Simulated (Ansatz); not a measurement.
Ideal-gas functions of F3ITi (`[F][Ti]([F])([F])[I]`) at 298.15 K and 1 bar, from an Ansatz frequency run at PBE0-D4/def2-TZVP.

Molar mass 231.76 g/mol, point group C3v (symmetry number 3), electronic degeneracy 1, moments of inertia 152.795, 555.144, 555.148 u Å². Harmonic wavenumbers (cm⁻¹, unscaled): 132, 132, 164, 205, 205, 332, 747, 808, 808.

Use S(trans) = R[1.5 ln M + 2.5 ln T − 1.1517]; rotational temperatures θ = 24.2544 K / I; S(rot) = R[ln(√π/σ · √(T³/θAθBθC)) + 1.5]; for each mode x = 1.438777 ν̃/T, S = R[x/(eˣ − 1) − ln(1 − e⁻ˣ)] and H = RT x/(eˣ − 1); 1 cm⁻¹ = 0.0119627 kJ/mol; R = 8.31446 J/(mol·K).

By hand: the entropy, in J/(mol·K).

Translation 176.8. Rotation: θ = 0.1587, 0.0437, 0.0437 K, giving 112.8. Vibration, mode by mode: 12.20, 12.20, 10.47, 8.74, 8.74, 5.23, 1.07, 0.84, 0.84, in all 60.3. Electronic 0.0. Sum 349.9 J/(mol·K).

By hand: H − E and G − E in kJ/mol, counted from the electronic energy.

Zero-point energy ½ × 3533 × 0.0119627 = 21.1; thermal vibration 9.7; translation, rotation and pV give 4 RT = 9.9. H − E = 40.7 kJ/mol, and G − E = 40.7 − 298.15 × 349.9/1000 = -63.6 kJ/mol.

Vibration gives 17 % of the entropy, 24.4 J/(mol·K) of it from the modes under 150 cm⁻¹: soft modes count most, and the harmonic formula is weakest for them.
